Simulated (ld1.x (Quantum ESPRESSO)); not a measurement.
**Cutoff test, Co (Z = 27), ultrasoft**

| Property | Result |
| --- | --- |
| Element | cobalt |
| Generator | ld1.x (Quantum ESPRESSO) 7.5 |
| Type | ultrasoft |
| Functional | PBEsol |
| Relativity | scalar-relativistic |
| Frozen core | [Ar] |
| Valence charge | 9 |
| Reference configuration | 3d7 4s0.5 4p0 (charge +1.5) |
| Partial waves | 4s (bound): rcut 1.75, rcutus 2.05 bohr; 4s channel at 0.85 Ry: rcut 1.75, rcutus 2.05 bohr; 4p (bound, empty): rcut 1.95, rcutus 2.55 bohr; 4p channel at 3.85 Ry: rcut 1.95, rcutus 2.55 bohr; 3d (bound): rcut 1.00, rcutus 1.35 bohr; 3d channel at -1 Ry: rcut 1.00, rcutus 1.35 bohr; 4f channel at 0.4 Ry: rcut 2.05, rcutus 2.60 bohr; 4f channel at 2.2 Ry: rcut 2.05, rcutus 2.60 bohr |
| Local potential | all-electron potential smoothed inside 1.35 bohr (lloc = -2) |
| Core correction | none |
| Augmentation charge | PSQ, inside the norm-conserving radii |

The pseudo-atom Hamiltonian at the reference potential is diagonalised in spherical Bessel functions j_l(qr) that vanish at 20 bohr, with q² up to the cutoff. All-electron valence levels (Ry): 4s -1.2256, 4p -0.7984, 3d -1.6074.

Question: How do the lowest levels (Ry) of each channel move with the cutoff, and are there ghosts?

Answer:

| cutoff (Ry) | s #1 | s #2 | p #1 | d #1 | f #1 | f #2 | Σ f·Δε (mRy) |
| --- | --- | --- | --- | --- | --- | --- | --- |
| 8 | -1.2246 | -0.4028 | -0.7982 | -0.4510 | -0.1547 | -0.0557 | 8095.5 |
| 18 | -1.2255 | -0.4034 | -0.7984 | -0.6301 | -0.1548 | -0.0558 | 6841.3 |
| 35 | -1.2256 | -0.4034 | -0.7984 | -1.4321 | -0.1548 | -0.0558 | 1227.0 |
| 50 | -1.2256 | -0.4034 | -0.7985 | -1.6027 | -0.1548 | -0.0558 | 32.9 |
| 80 | -1.2256 | -0.4034 | -0.7985 | -1.6068 | -0.1548 | -0.0558 | 4.3 |
| 120 | -1.2256 | -0.4034 | -0.7985 | -1.6074 | -0.1548 | -0.0558 | 0.6 |
| 400 | -1.2256 | -0.4034 | -0.7985 | -1.6074 | -0.1548 | -0.0558 | 0.0 |

Result: no extra level below or beside the all-electron valence levels (s, p, d, f tested); 10 mRy is reached at 60 Ry and 1 mRy at 100 Ry.
